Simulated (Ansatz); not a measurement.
Job for Ansatz (an electronic-structure program): R-wB97X-V/def2-TZVPP on H4Sn (SMILES [SnH4]), a point of a bond scan (R = 1.709 Å). Elements past Kr take the def2 small-core potentials; no spin–orbit coupling.

Ansatz 0.2 input:
```yaml
crystal:
  periodic: [false, false, false]
  atoms:
    - {symbol: Sn, position_ang: [-0.00000000, -0.00000000, -0.00000000]}
    - {symbol: H, position_ang: [1.30165722, 0.69994901, -0.85721879]}
    - {symbol: H, position_ang: [0.60242146, -0.85906066, 1.34839436]}
    - {symbol: H, position_ang: [-1.05716935, 1.23097093, 0.53494647]}
    - {symbol: H, position_ang: [-0.84690933, -1.07185928, -1.02612204]}
basis:
  gaussian:
    orbitals: def2-TZVPP
    pivot_positions_ang: [[-0.00000000, -0.00000000, -0.00000000], [1.30165722, 0.69994901, -0.85721879], [0.60242146, -0.85906066, 1.34839436], [-1.05716935, 1.23097093, 0.53494647], [-0.84690933, -1.07185928, -1.02612204]]
hamiltonian:
  xc: {name: wB97X-V}
scf: {lower_state_search: off}
output: {orbitals: {seedname: ./end}}
```

The log:

```
WARN ansatz: RAYON_NUM_THREADS=2 ignored (pool sized by the plan → 2); use --threads N
Functional definition: wB97X-V
these checks for a lower state are left out or cut short: stability, starts, cluster_reference, orbital_swaps, neighbouring_geometries, increment
integrals: 0.04 GiB planned
668 factors; their error is unknown
integrals: 0.07 GiB planned
184 factors; integrals over basis functions are off by at most 4.4e-6 eV
mean field: 0.38 GiB planned
mean field evaluation 1: about -5895.0492 eV, gradient 8.6e0 eV
mean field evaluation 2: about -5895.2287 eV, gradient 4.7e0 eV
mean field evaluation 4: about -5895.2628 eV, gradient 1.1e-1 eV
mean field evaluation 8: about -5895.3120 eV, gradient 2.4e-2 eV
mean field evaluation 16: about -5895.3120 eV, gradient 1.0e-6 eV
mean field -5895.31201408 eV, -216.6487205313 hartree, gradient 1.0e-6 eV, S^2 0.000000; 0 other end points of the search recorded, 0 dependent functions left out
reference -5895.31201181 eV, -216.6487204482 hartree; 13, 13 occupied and 93, 93 virtual orbitals, 668 factors
Total energy: -5895.31201181 eV, -216.6487204482 hartree
Checks for a lower state left out: stability, starts, cluster_reference, orbital_swaps, neighbouring_geometries, increment
```

The calculation finished and met its thresholds.

Cost: very roughly 2.5 core-seconds.
